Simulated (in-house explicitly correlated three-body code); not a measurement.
Computed with an exponentially correlated three-body code. Model: two electrons around a point charge, non-relativistic, variational in 260 exponentially correlated functions (energies converged to about 1e-7 hartree, or 1e-8 relative for large Z).

For two electrons in a singlet the Kohn-Sham orbital is the square root of half the density, so the exact Kohn-Sham potential and energy parts follow from the density alone, and exchange is minus half the Hartree energy. The Kohn-Sham level equals minus the binding energy of the second electron.

Command:
```bash
python run_hyl.py task.json out
```
Settings (lengths in bohr, energies in hartree):
```
Z                      0.99
interaction_strength   1
functions              260
states_tried           1
```

Cost of the run: 7.2 s on 1 thread of Intel(R) Xeon(R) Platinum 8488C (Sapphire Rapids), with other jobs on the host.

**Ground state only, binding against the one-electron ion.**

Given: nuclear charge 0.99.

Computed: one-electron threshold -0.49005 hartree.

```csv
term,energy (hartree),binding (eV)
1 1S,-0.514192097,0.65694
```

**Converged states only, values per electron or pair.**

```
term  mean r (bohr)  mean r squared (bohr²)  mean inverse r (1/bohr)  mean r12 (bohr)  mean inverse r12 (1/bohr)  mean cosine  mean p1 dot p2 (bohr⁻²)  delta r1 (bohr⁻³)  delta r12 (bohr⁻³)
1 1S          2.782                    12.7                  0.67261           4.5405                    0.30339     -0.10495                 0.031528            0.15883           0.0025344
```

**Exact Kohn-Sham parts of the ground state from its density.**

Computed: Kohn-Sham kinetic 0.48651 hartree; Hartree energy 0.74669 hartree; exchange energy -0.37334 hartree; DFT correlation energy -0.042268 hartree; kinetic part of the DFT correlation energy 0.027684 hartree; exact minus restricted Hartree-Fock -0.039875 hartree; Kohn-Sham level -0.65694 eV; restricted Hartree-Fock level -1.1601 eV.

**Question.** What is the potential part of the DFT correlation energy?

**Answer.** -0.069952 hartree.

**Question.** What is the total energy?

**Answer.** -0.514192097 hartree.

**Functionals on the exact density and self-consistent, errors are functional minus exact, hybrids only self-consistent, a dash where a self-consistent run leaves the top level unbound.**

```json
{"result": "wB97X", "exchange error (millihartree)": "-", "correlation error (millihartree)": "-", "functional driven error (millihartree)": "-", "self consistent total error (millihartree)": "-0.99415", "top level plus exact binding (eV)": "-0.56826"}
{"result": "PW91", "exchange error (millihartree)": "-12.295", "correlation error (millihartree)": "10.617", "functional driven error (millihartree)": "-1.6776", "self consistent total error (millihartree)": "-", "top level plus exact binding (eV)": "-"}
{"result": "r2SCAN", "exchange error (millihartree)": "-11.682", "correlation error (millihartree)": "12.649", "functional driven error (millihartree)": "0.96754", "self consistent total error (millihartree)": "-", "top level plus exact binding (eV)": "-"}
{"result": "PBE", "exchange error (millihartree)": "?", "correlation error (millihartree)": "?", "functional driven error (millihartree)": "?", "self consistent total error (millihartree)": "-", "top level plus exact binding (eV)": "-"}
{"result": "OLYP", "exchange error (millihartree)": "-14.181", "correlation error (millihartree)": "12.748", "functional driven error (millihartree)": "-1.433", "self consistent total error (millihartree)": "-", "top level plus exact binding (eV)": "-"}
{"result": "RPBE", "exchange error (millihartree)": "-18.63", "correlation error (millihartree)": "12.125", "functional driven error (millihartree)": "-6.5042", "self consistent total error (millihartree)": "-", "top level plus exact binding (eV)": "-"}
{"result": "LDA PW92", "exchange error (millihartree)": "42.864", "correlation error (millihartree)": "-28.8", "functional driven error (millihartree)": "14.064", "self consistent total error (millihartree)": "-", "top level plus exact binding (eV)": "-"}
{"result": "SCAN", "exchange error (millihartree)": "?", "correlation error (millihartree)": "?", "functional driven error (millihartree)": "?", "self consistent total error (millihartree)": "-", "top level plus exact binding (eV)": "-"}
{"result": "BLYP", "exchange error (millihartree)": "-14.769", "correlation error (millihartree)": "12.748", "functional driven error (millihartree)": "-2.021", "self consistent total error (millihartree)": "-", "top level plus exact binding (eV)": "-"}
{"result": "PBEsol", "exchange error (millihartree)": "8.1838", "correlation error (millihartree)": "4.6416", "functional driven error (millihartree)": "12.825", "self consistent total error (millihartree)": "-", "top level plus exact binding (eV)": "-"}
{"result": "BP86", "exchange error (millihartree)": "-14.769", "correlation error (millihartree)": "4.2284", "functional driven error (millihartree)": "-10.541", "self consistent total error (millihartree)": "-", "top level plus exact binding (eV)": "-"}
{"result": "TPSS", "exchange error (millihartree)": "-12.267", "correlation error (millihartree)": "10.391", "functional driven error (millihartree)": "-1.8767", "self consistent total error (millihartree)": "-", "top level plus exact binding (eV)": "-"}
```

**Question.** What belongs in the row PBE?

**Answer.** exchange error (millihartree): -11.182; correlation error (millihartree): 12.125; functional driven error (millihartree): 0.9436.

**Question.** What belongs in the row SCAN?

**Answer.** exchange error (millihartree): -11.682; correlation error (millihartree): 12.649; functional driven error (millihartree): 0.96754.

The correlation energy of density-functional theory lies 2.4 millihartree below exact minus Hartree-Fock, because the Hartree-Fock density, unlike the exact one, minimises the Hartree-Fock energy.
